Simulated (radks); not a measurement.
The numbers below are computed, except where a source is named.
Task: The carbon ion C4+, [He]. Level of theory: non-relativistic Kohn-Sham, r2SCAN, spin-polarised, spherical densities, point nucleus; meta-GGA in the generalised Kohn-Sham scheme (a radial shooting solver on a logarithmic mesh with Libxc functionals). Every spin shell is full or empty, so the densities are truly spherical. Functionals are evaluated on that one density, not self-consistently. Rank these exchange functionals by their error against the exact value of the orbitals, and give that value: LDA, PBE, AM05, EV93, APBE, MS2, Tao-Mo, TASK, MVS.

Result: Exact: -3.52318 hartree. From best to worst, with 100 (|E| - |E exact|)/|E exact| (equal figures are ties): TASK +0.14, MVS +0.15, MS2 +0.19, Tao-Mo +0.19, APBE -0.26, PBE -1.82, EV93 +4.05, AM05 -10.89, LDA -14.11.
